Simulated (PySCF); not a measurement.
These are B3LYP-D3(BJ)/def2-TZVP (PySCF 2.14.0) values and carry that method's errors. Isolated molecules, 0 K electronic values unless said otherwise. One relaxed conformer stands for a flexible species; it need not be the lowest. B3LYP has the VWN-RPA correlation part, as in Gaussian. Delta-SCF ions had no search for a lower state. 

Reference species (SMILES): `[SiH3][Al]([OH])[SiH3]` (H–O–Al–Si torsion 180°) (neutral, multiplicity 1).

The S1 oscillator strength is 0.000 and the LUMO comes out as -2.00 eV. The HOMO–LUMO gap is 4.92 eV and the vertical ionisation energy (Delta-SCF) comes out as 8.88 eV.

Changed species: `[OH][Al]([OH])[OH]` (0 of 3 OH replaced by SiH3; the reference has 2 of 3 OH replaced by SiH3).

What does the change do to the S1 oscillator strength, LUMO, HOMO–LUMO gap and vertical ionisation energy (Delta-SCF)?

the S1 oscillator strength stays essentially unchanged; the LUMO rises by 1.20 eV, to -0.80 eV; the HOMO–LUMO gap rises by 3.01 eV, to 7.93 eV; the vertical ionisation energy (Delta-SCF) goes up by 2.39 eV, to 11.27 eV.
